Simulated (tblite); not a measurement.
C7H14AsB.
Bonds: C1–As2, As2–B3, B3–C4, C4–C5, C5–C6 (triple), C6–C7, C7–C8, C8–C9, C7–C9. Hydrogens: H10, H11, H12 on C1; H13, H14 on As2; H15, H16 on B3; H17, H18 on C4; H19 on C7; H20, H21 on C8; H22, H23 on C9.
Bond orders are those of one Lewis drawing.

Computed with GFN2-xTB (tblite), gas phase: L-BFGS steps from a force-field or distance-geometry start until the largest atomic force falls under 0.01 eV/Å.

Step 14: E = -697.1671 eV
```
atom  x, y, z in Å  |  force x, y, z in eV/Å
C1     -1.5819    1.6190    0.7379   -0.020   0.089  -0.002
As2    -1.0241    0.4355    2.1772   -0.002  -0.056   0.002
B3     -1.4342   -1.5533    1.5450   -0.138  -0.072   0.044
C4      0.0198   -2.1778    1.1525    0.014  -0.097   0.086
C5      0.6481   -1.4786    0.0538    0.079   0.054  -0.096
C6      1.1835   -0.9563   -0.8897   -0.101  -0.116   0.177
C7      1.7596   -0.2730   -2.0055    0.005   0.010  -0.013
C8      0.8678    0.5827   -2.8624   -0.028   0.080  -0.016
C9      1.8618    1.2253   -1.9463   -0.029   0.087  -0.012
H10    -1.0344    1.3189   -0.1583   -0.025   0.032   0.036
H11    -2.6462    1.4372    0.5578    0.080   0.038   0.008
H12    -1.4224    2.6775    0.9361    0.023   0.015   0.004
H13    -1.6497    1.1073    3.3568   -0.056   0.052  -0.075
H14     0.3199    0.9808    2.5199    0.019   0.021  -0.111
H15    -1.9856   -2.0812    2.4575    0.084  -0.051   0.025
H16    -2.1611   -1.3217    0.6265    0.029  -0.028  -0.008
H17    -0.0769   -3.2315    0.8787   -0.013   0.000  -0.040
H18     0.6944   -2.1390    2.0186    0.020  -0.018  -0.004
H19     2.5586   -0.8045   -2.5055    0.063  -0.076   0.007
H20    -0.1787    0.6305   -2.6021   -0.025   0.020   0.006
H21     1.0533    0.6177   -3.9251    0.011  -0.019  -0.015
H22     2.7281    1.7024   -2.3787    0.019   0.002  -0.003
H23     1.4956    1.7092   -1.0518   -0.008   0.036   0.002
```

Step 15: E = -697.1704 eV
```
atom  x, y, z in Å  |  force x, y, z in eV/Å
C1     -1.5810    1.6222    0.7392   -0.001   0.056  -0.008
As2    -1.0233    0.4345    2.1790   -0.022  -0.027  -0.047
B3     -1.4373   -1.5642    1.5437   -0.088  -0.017   0.047
C4      0.0199   -2.1803    1.1524   -0.013  -0.082   0.067
C5      0.6480   -1.4804    0.0545   -0.004  -0.002   0.042
C6      1.1816   -0.9575   -0.8875   -0.023  -0.007   0.023
C7      1.7570   -0.2722   -2.0026    0.021   0.009  -0.023
C8      0.8674    0.5825   -2.8626   -0.007   0.102   0.003
C9      1.8625    1.2263   -1.9459   -0.056   0.068  -0.037
H10    -1.0381    1.3238   -0.1596    0.015   0.021   0.030
H11    -2.6434    1.4422    0.5542    0.028   0.031   0.032
H12    -1.4206    2.6803    0.9364    0.027   0.022   0.021
H13    -1.6472    1.1151    3.3538   -0.064   0.047  -0.060
H14     0.3191    0.9860    2.5183    0.025   0.013  -0.110
H15    -1.9834   -2.0877    2.4602    0.068  -0.060   0.024
H16    -2.1619   -1.3272    0.6262    0.017  -0.035  -0.006
H17    -0.0726   -3.2316    0.8758   -0.026  -0.068  -0.048
H18     0.6933   -2.1428    2.0174    0.043  -0.007   0.035
H19     2.5556   -0.8044   -2.5011    0.084  -0.088  -0.009
H20    -0.1791    0.6318   -2.6012   -0.017   0.024  -0.008
H21     1.0543    0.6167   -3.9260    0.000  -0.026   0.019
H22     2.7294    1.7031   -2.3795   -0.005  -0.019   0.015
H23     1.4950    1.7106   -1.0521   -0.004   0.044  -0.003
```

Problem. Estimate the geometry and energy of step 16. (The exact step hangs on the optimiser's Hessian estimate; all steps are aligned on step 15, rigid shifts and turns removed.)

Solution. E = -697.1736 eV, largest force 0.172 eV/Å
```
atom  x, y, z in Å  |  force x, y, z in eV/Å
C1     -1.5801    1.6262    0.7401    0.023   0.012  -0.008
As2    -1.0229    0.4336    2.1801   -0.035   0.013  -0.082
B3     -1.4415   -1.5752    1.5433   -0.002   0.023   0.036
C4      0.0196   -2.1843    1.1535   -0.028  -0.046   0.025
C5      0.6475   -1.4823    0.0560   -0.072  -0.047   0.149
C6      1.1792   -0.9584   -0.8849    0.047   0.093  -0.115
C7      1.7548   -0.2710   -2.0004    0.033  -0.006  -0.018
C8      0.8669    0.5842   -2.8626   -0.001   0.080   0.008
C9      1.8620    1.2284   -1.9461   -0.047   0.040  -0.034
H10    -1.0413    1.3293   -0.1607    0.053   0.012   0.019
H11    -2.6404    1.4480    0.5512   -0.030   0.027   0.050
H12    -1.4183    2.6836    0.9372    0.031   0.033   0.036
H13    -1.6458    1.1239    3.3499   -0.063   0.037  -0.051
H14     0.3191    0.9914    2.5148    0.019  -0.001  -0.107
H15    -1.9800   -2.0956    2.4633    0.037  -0.068   0.037
H16    -2.1626   -1.3338    0.6258    0.000  -0.041  -0.005
H17    -0.0685   -3.2335    0.8718   -0.036  -0.111  -0.040
H18     0.6930   -2.1468    2.0172    0.050  -0.008   0.062
H19     2.5543   -0.8058   -2.4970    0.060  -0.065  -0.003
H20    -0.1799    0.6335   -2.6004    0.000   0.029  -0.023
H21     1.0556    0.6152   -3.9265   -0.013  -0.022   0.045
H22     2.7307    1.7034   -2.3801   -0.028  -0.030   0.030
H23     1.4940    1.7129   -1.0524    0.001   0.048  -0.013
```

The energy changes by -0.0032 eV. The first-order estimate −F·Δx gives -0.0043 eV and the mean of the old and new forces, exact on a quadratic surface, -0.0032 eV. The step makes an angle of 62° with the force vector and moves no atom by more than 0.012 Å.

The cost below is that of the whole relaxation. The run took 3.4 s on an Intel Xeon at 2.70 GHz with one thread, shared host with 64 logical CPUs at a one-minute load of 63.
